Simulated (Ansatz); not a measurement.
Cost and result for the atomization energy of C2H6AlF (`C[CH](F)[AlH2]`) (10 atoms, 9 bonds).

```json
{"atom": "C1", "x (Å)": "0.3236", "y (Å)": "0.7104", "z (Å)": "-1.0484"}
{"atom": "C2", "x (Å)": "0.5796", "y (Å)": "0.0369", "z (Å)": "0.2845"}
{"atom": "F3", "x (Å)": "1.6297", "y (Å)": "-0.8901", "z (Å)": "0.1234"}
{"atom": "Al4", "x (Å)": "-1.0000", "y (Å)": "-0.8829", "z (Å)": "1.0733"}
{"atom": "H5", "x (Å)": "1.2348", "y (Å)": "1.1808", "z (Å)": "-1.4298"}
{"atom": "H6", "x (Å)": "-0.0267", "y (Å)": "0.0017", "z (Å)": "-1.8036"}
{"atom": "H7", "x (Å)": "-0.4365", "y (Å)": "1.4894", "z (Å)": "-0.9355"}
{"atom": "H8", "x (Å)": "0.9563", "y (Å)": "0.7958", "z (Å)": "0.9855"}
{"atom": "H9", "x (Å)": "-1.0388", "y (Å)": "-2.4608", "z (Å)": "1.2061"}
{"atom": "H10", "x (Å)": "-2.2220", "y (Å)": "0.0186", "z (Å)": "1.5447"}
```

The species carries charge 0 and has multiplicity 1. Geometry: relaxed with PBE0-D4/def2-TZVP. Program: Ansatz. All runs use 2 threads of an Arm Neoverse V1 on a shared host. Times are those of one run each, without the atoms' runs, and a repeat can differ threefold. Electronic energies, without spin–orbit coupling; frozen cores. CCSD(T)/CBS adds CCSD(T) − MP2 in def2-TZVPP to the MP2 limit, and its time is that of the two runs behind it. T1 = 0.011. HSE06 is the plane-wave form, built on full-range PBE exchange.

CCSD(T)/CBS is a level of theory with its own doubt, some kJ/mol a heavy atom from the limit and from the frozen cores, so smaller differences don't rank the functionals.

| level | functions | wall time | atomization (kJ/mol) | difference from CCSD(T)/CBS | per bond |
| --- | --- | --- | --- | --- | --- |
| LDA (SPW92)/def2-TZVPP | 219 | 1.4 s | 3858.1 | 454.7 | 50.5 |
| revPBE-D4/def2-TZVPP | 219 | 2.4 s | 3369.2 | -34.2 | -3.8 |
| PBE-D4/def2-TZVPP (with forces) | 219 | 3 s | 3444.0 | 40.6 | 4.5 |
| CCSD(T)/def2-SVP | 90 | 3.4 s | 3245.3 | -158.1 | -17.6 |
| HSE06-D4/def2-TZVPP | 219 | 3.5 s | 3397.0 | -6.4 | -0.7 |
| CAM-B3LYP-D4/def2-TZVPP | 219 | 3.8 s | 3421.8 | 18.4 | 2.0 |
| B2PLYP/def2-TZVPP | 219 | 6 s | 3364.5 | -38.9 | -4.3 |
| PBE-QIDH/def2-TZVPP | 219 | 6 s | 3374.1 | -29.3 | -3.3 |
| ωB97X-V/def2-TZVPP | 219 | 9 s | 3413.6 | 10.2 | 1.1 |
| ωB97M-V/def2-TZVPP (with forces) | 219 | 13 s | 3410.8 | 7.4 | 0.8 |
| MP2/def2-QZVPP | 421 | 24 s | 3403.8 | 0.4 | 0.1 |
| CCSD(T)/def2-TZVPP | 219 | 89 s | 3322.0 | -81.4 | -9.0 |
| CCSD(T)/CBS(def2) | – | 110 s | 3403.4 | 0.0 | 0.0 |

Leaving LDA and LC-ωPBE aside and taking each functional with its dispersion term where it has one, the values, not all of them listed here, spread over 127.8 kJ/mol, from BHLYP-D4 to PBE-D4. LDA lies +429.3 kJ/mol from PBE without D4, its usual overbinding. From r2SCAN to r2SCAN0 (25 % exact exchange), in def2-TZVPP and without D4, the atomization energy moves by −45.6 kJ/mol: exact exchange takes away binding that semilocal exchange gives to molecules. The D4 term adds +24.3 kJ/mol with B3LYP and +12.7 kJ/mol with PBE0; it sums over pairs of atoms, weighted by their polarisabilities, and B3LYP, whose exchange is more repulsive, gets the larger term.

B3LYP here is the variant with VWN-RPA as its local correlation; programs differ in this.
